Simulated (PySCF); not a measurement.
Correlation energy of Ti⁺ (titanium, charge +1)

[Ar] 3d2 4s1, high-spin 4F determinant. Calculation: PySCF 2.14, in pcseg-2 (6s4p3d2f1g, 56 functions); no relativity, point nucleus. Frozen: [Ar]; 3 electrons correlated.

MP2 pair energies summed by pair of shells (mhartree):

```json
{"pair": "3d-4s", "energy": "-5.63", "share (%)": "56.2"}
{"pair": "3d-3d", "energy": "-4.39", "share (%)": "43.8"}
```

Total MP2 correlation energy: -10.02 mhartree.

Same-spin part -10.02 and opposite-spin part 0.00 mhartree; SCS-MP2 scales them by 1/3 and 6/5 to -3.34 mhartree.
